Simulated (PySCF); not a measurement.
Computed with PySCF with PBE-D3(BJ)/def2-TZVP // B3LYP-D3(BJ)/def2-TZVP. All species are isolated molecules in the gas phase. One relaxed conformer stands for a flexible species; it need not be the lowest. 

Reference species (SMILES): `OC=[SiH2]` (H–O–C–Si torsion 15°) (neutral, multiplicity 1).

```
Item             Result
-------------  --------
HOMO–LUMO gap   2.88 eV
HOMO           -4.89 eV
LUMO           -2.02 eV
```

Changed species: `O=[SiH]C`.

What does the change do to the HOMO–LUMO gap, HOMO and LUMO?

the HOMO–LUMO gap rises by 1.11 eV, to 3.99 eV; the HOMO drops by 1.48 eV, to -6.37 eV; the LUMO falls by 0.36 eV, to -2.38 eV.
